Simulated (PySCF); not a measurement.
BHClBr, SMILES ClBBr.

Coordinates come from a PBE-D3(BJ)/def2-TZVP optimisation.

Calculation: TDDFT-ωB97X/def2-SVPD (PySCF).

Vertical excitations. Gas-phase values at a fixed geometry. State labels are in the subgroup Cs.

Computed UV-visible absorptions:
| state | symmetry | energy (eV) | λ (nm) | f | main pairs |
|---|---|---|---|---|---|
| S1 | A" | 5.51 | 225 | 0.000 | HOMO→LUMO 95 % |
| S2 | A" | 5.87 | 211 | 0.000 | HOMO−2→LUMO 95 % |
| S3 | A' | 6.56 | 189 | 0.147 | HOMO−1→LUMO 95 % |
| S4 | A' | 8.00 | 155 | 0.008 | HOMO−3→LUMO 63 %, HOMO→LUMO+1 15 %, HOMO→LUMO+2 11 % |
| S5 | A' | 8.16 | 152 | 0.096 | HOMO−3→LUMO 31 %, HOMO→LUMO+2 26 %, HOMO→LUMO+1 26 % |
| S6 | A" | 8.37 | 148 | 0.000 | HOMO−4→LUMO 91 % |
| S7 | A" | 8.55 | 145 | 0.022 | HOMO−1→LUMO+1 40 %, HOMO−1→LUMO+2 27 %, HOMO−1→LUMO+7 9 %, HOMO−1→LUMO+5 8 % |
| S8 | A' | 8.63 | 144 | 0.052 | HOMO→LUMO+1 43 %, HOMO→LUMO+5 19 %, HOMO→LUMO+2 19 % |
| S9 | A" | 8.69 | 143 | 0.003 | HOMO−5→LUMO 94 % |
| S10 | A" | 9.11 | 136 | 0.047 | HOMO−1→LUMO+1 44 %, HOMO−1→LUMO+2 21 %, HOMO−1→LUMO+5 17 % |
| T1 | A" | 5.26 | 236 | 0 | HOMO→LUMO 78 %, HOMO−2→LUMO 19 % |
| T2 | A' | 5.61 | 221 | 0 | HOMO−1→LUMO 98 % |
| T3 | A" | 5.63 | 220 | 0 | HOMO−2→LUMO 78 %, HOMO→LUMO 20 % |
| T4 | A' | 6.79 | 183 | 0 | HOMO−3→LUMO 97 % |
Triplets are in the Tamm–Dancoff approximation, which puts them higher than full response would, so one can lie above its singlet here.
